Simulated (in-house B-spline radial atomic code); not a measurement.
Computed with a B-spline radial atomic code. Model: two electrons, singlet ground state, non-relativistic, full CI in B-splines with partial waves to l = 8 (at full coupling up to 3e-4 hartree above the limit, correlation up to 0.6 % small), density held at that of full coupling by Lieb maximisation.

W(λ) is the mean repulsion in the state of coupling λ less the Hartree energy of the fixed density. Its start is exact exchange, its initial slope is twice the second-order Görling-Levy correlation energy, and its area from 0 to 1 is E_xc. A straight curve means weak, dynamic correlation, and a curve that drops fast and flattens means strong correlation.

Command:
```bash
python run_ac.py task.json out
```
Settings (lengths in bohr, energies in hartree):
```
potential              yukawa
strength               1.56
lmax                   8
second                 0.272
```

Run time, properties included: 61 s on 1 thread of Intel(R) Xeon(R) Processor @ 2.30GHz, on a shared host.

**W = mean repulsion less Hartree energy, and W of three functionals.**

Given: confinement screened point charge; nuclear charge 1.56; screening of the nucleus 0.272 1/bohr; external potential -Z exp(-k r)/r.

Computed: PBE exchange minus exact -0.86703 millihartree; SCAN exchange minus exact -8.6869 millihartree.

```tsv
coupling	W xc (hartree)	W xc minus exchange (millihartree)	kinetic minus Kohn-Sham (millihartree)	LDA (PW92) W minus its exchange (millihartree)	PBE W minus its exchange (millihartree)	SCAN W minus its exchange (millihartree)
0	-0.70329	0	0	0	0	0
0.02	-0.70535	-2.055	0.02	-10.91	-1.62	-1.79
0.05	-0.70838	-5.084	0.13	-21.95	-4.09	-4.39
0.12	-0.71521	-11.917	0.71	-41.17	-9.86	-10.16
0.25	-0.72709	-23.792	2.89	-67.24	-20.31	-20.04
0.4	-0.7396	-36.307	6.94	-90.13	-31.68	-30.36
0.6	-0.75457	-51.276	14.4	-114.3	-45.65	-42.72
0.8	?	?	?	?	?	?
1	?	?	?	?	?	?
1.4	-0.79995	-96.658	58.47	-177.94	-90.16	-81.14
2	-0.82375	-120.46	98.59	-209.13	-115.08	-102.38
3	-0.85207	-148.78	168.46	-246.38	-146.71	-129.12
4.5	-0.87963	-176.33	270.18	-284.13	-180.3	-156.91
```

(1) What belongs in the row 0.8?

(2) What belongs in the row 1?

(3) What is the LDA exchange minus exact?

**Energy parts, natural occupations and partial-wave weights.**

Computed: total energy -0.8938 hartree; exchange energy -0.70329 hartree; correlation energy -0.042098 hartree; initial slope twice GL2 -0.10344 hartree; kinetic part over minus potential part 0.44915; Hartree energy 1.4066 hartree; Kohn-Sham kinetic 1.4582 hartree.

| natural | occupation of the shell (electrons) |
| --- | --- |
| s | 1.9651 |
| s | 0.021262 |
| p | ? |
| d | 0.00045671 |
| p | 0.00037901 |
| s | 0.0002717 |

(4) What belongs in the row p?

```tsv
wave	weight
s	0.99331
p	0.0063939
d	?
f	3.3463e-05
g	7.4908e-06
```

(5) What belongs in the row d?

(6) What is the kinetic part of the DFT correlation energy?

(7) What is the Lieb Oxford ratio E_xc over LDA exchange?

Answers

(1) W xc (hartree): -0.76786; W xc minus exchange (millihartree): -64.564; kinetic minus Kohn-Sham (millihartree): 23.67; LDA (PW92) W minus its exchange (millihartree): -133.99; PBE W minus its exchange (millihartree): -58.34; SCAN W minus its exchange (millihartree): -53.77.

(2) W xc (hartree): -0.77972; W xc minus exchange (millihartree): -76.425; kinetic minus Kohn-Sham (millihartree): 34.33; LDA (PW92) W minus its exchange (millihartree): -150.67; PBE W minus its exchange (millihartree): -69.89; SCAN W minus its exchange (millihartree): -63.75.

(3) 92.428 millihartree.

(4) occupation of the shell (electrons): 0.012374.

(5) weight: 0.00025555.

(6) 0.034326 hartree.

(7) 1.2202.

Half-way to full coupling W has made 57 % of its drop, against 50 % for a straight line, and second-order (GL2) theory, half the initial slope, overshoots the correlation energy by about 23 %: a moderate bend, as in light atoms. Over couplings 0 to 1 the errors in E_xc come to about +39 millihartree for LDA, +3.7 millihartree for PBE, -1.8 millihartree for SCAN, so SCAN is nearest. In LDA and PBE and SCAN the errors of exchange and correlation have opposite signs, so the sum is smaller than the larger of the two.
